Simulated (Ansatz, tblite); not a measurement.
Cost and result up the ladder for the cluster Te₅W₃ (the lowest singlet isomer of a short search) (8 atoms). Total charge 0; singlet. Geometry: PBE-D4/def2-SVP.

```xyz
8

W     1.069   -0.718   -0.094
W    -0.384    1.517    0.609
W    -1.649   -0.264   -0.179
Te   -3.058    1.981    0.432
Te    3.026   -1.495   -1.480
Te   -0.063    0.931   -2.004
Te   -0.641   -2.623    0.630
Te    1.699    0.671    2.085
```

Ansatz on 4 threads of Arm Neoverse V1 on a shared host; xTB runs through tblite on one thread. Times are rough, summed over both states, and most runs start from the orbitals of an earlier one. No level here is sound enough to serve as a yardstick. The other state is a triplet at its own geometry.

In the def2 sets Te, W take a core potential; there is no spin–orbit coupling. The xTB rows come from tblite. The structure comes from a short search, and lower isomers may exist.

Run but left out: HF/def2-SVP, MP2/def2-SVP (singlet: restricted singlet, unstable towards broken spin symmetry).

xTB has no spin-polarisation term.

| level | functions | wall time | triplet − singlet (eV) | remarks |
| --- | --- | --- | --- | --- |
| GFN1-xTB | 72 | 0.037 s | 1.00 | – |
| GFN2-xTB | 72 | 0.094 s | 0.41 | – |
| PBE-D4/def2-SVP | 226 | 45 s | 0.67 | restricted SCF unstable in HF (singlet) |
| PBE0-D4/def2-SVP | 226 | 91 s | 0.65 | restricted SCF unstable in HF (singlet) |
